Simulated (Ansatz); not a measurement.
Geometry optimisation, Ansatz, RKS B3LYP-D4/def2-SVP.

Input:

```yaml
crystal:
  periodic: [false, false, false]
  atoms:
    - { symbol: "N", position_ang: [-1.0466, 0.6319, -1.1386] }
    - { symbol: B, position_ang: [0.0017, 0.7425, -0.1036] }
    - { symbol: Ge, position_ang: [0.4689, -0.9034, 0.9344] }
    - { symbol: H, position_ang: [-1.32899, -0.35632, -1.21169] }
    - { symbol: H, position_ang: [-1.94231, 1.14041, -0.76668] }
    - { symbol: H, position_ang: [0.5661, 1.7799, 0.1079] }
    - { symbol: H, position_ang: [2.0216, -1.2391, 0.7075] }
    - { symbol: H, position_ang: [-0.3411, -2.0762, 0.4793] }
    - { symbol: H, position_ang: [0.2734, -0.6263, 2.5004] }
basis:
  gaussian: { orbitals: def2-SVP }
hamiltonian:
  xc: b3lyp
  dispersion: d4
relax:
  f_tol: 0.015
  max_steps: 40
output:
  orbitals: {}
```

Run as:

```bash
$ ansatz run input.yaml --threads 1 --pin off --max-ram 2048MiB --backend cpu --events-out ev --progress --plain --runs-dir out
```

**Question.** Where does it end, and by what steps?

**Answer.** It converged. After 8 steps the energy has fallen by 1.100 eV; H5 moved furthest, 0.79 Å.

```json
{"step": "0", "energy less start (eV)": "0.0000", "largest force component (eV/Å)": "2.538", "accepted": "yes"}
{"step": "1", "energy less start (eV)": "-0.4941", "largest force component (eV/Å)": "2.177", "accepted": "yes"}
{"step": "2", "energy less start (eV)": "-0.8579", "largest force component (eV/Å)": "1.605", "accepted": "yes"}
{"step": "3", "energy less start (eV)": "-1.0187", "largest force component (eV/Å)": "0.415", "accepted": "yes"}
{"step": "4", "energy less start (eV)": "-1.0857", "largest force component (eV/Å)": "0.237", "accepted": "yes"}
{"step": "5", "energy less start (eV)": "-1.0982", "largest force component (eV/Å)": "0.080", "accepted": "yes"}
{"step": "6", "energy less start (eV)": "-1.0995", "largest force component (eV/Å)": "0.026", "accepted": "yes"}
{"step": "7", "energy less start (eV)": "-1.0994", "largest force component (eV/Å)": "0.033", "accepted": "no"}
{"step": "8", "energy less start (eV)": "-1.0996", "largest force component (eV/Å)": "0.003", "accepted": "yes"}
```

```xyz
9
Properties=species:S:1:pos:R:3
N -1.196 0.613 -0.905
B -0.137 0.725 -0.014
Ge 0.574 -0.947 0.987
H -1.668 -0.261 -1.114
H -1.576 1.404 -1.415
H 0.353 1.816 0.159
H 2.070 -1.216 0.693
H -0.198 -2.235 0.593
H 0.451 -0.806 2.524
```

Whether the end is a true minimum wasn't checked by a vibrational analysis.

Run time: 38 s on 1 thread of Arm Neoverse V1, with other jobs on the host, peak memory 0.18 GiB.
